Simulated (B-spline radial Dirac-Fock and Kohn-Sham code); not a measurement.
## Relativistic shifts of the levels of Sn²⁰⁺

System: the Sn²⁰⁺ ion, configuration [Ar] 3d10 4s2.

Both columns are ΔSCF binding energies of the configuration average from a radial atomic solver: non-relativistic Hartree-Fock with a point nucleus, and Dirac-Fock with a finite nucleus and the Coulomb interaction alone, averaged over the two j levels with weights 2j+1.

```csv
shell,Hartree-Fock (eV),Dirac-Fock (eV),shift (eV),shift (%)
1s,28862.8,29900.1,+1037.39,+3.59
2s,4815.8,5072.3,+256.57,+5.33
2p,4529.3,4605.6,+76.33,+1.69
3s,1389.8,1446.9,+57.11,+4.11
3p,1269.8,1289.0,+19.21,+1.51
3d,1054.3,1049.2,-5.06,-0.48
4s,591.6,607.7,+16.14,+2.73
```

Relativity binds 1s, 2s, 2p, 3s, 3p, 4s more strongly, among those listed most of all 2s in relative terms, and 3d more weakly, because the contracted s and p shells screen the nucleus better.

Values without a named source are computed, but for edge energies of neutral atoms, which are taken from tables.
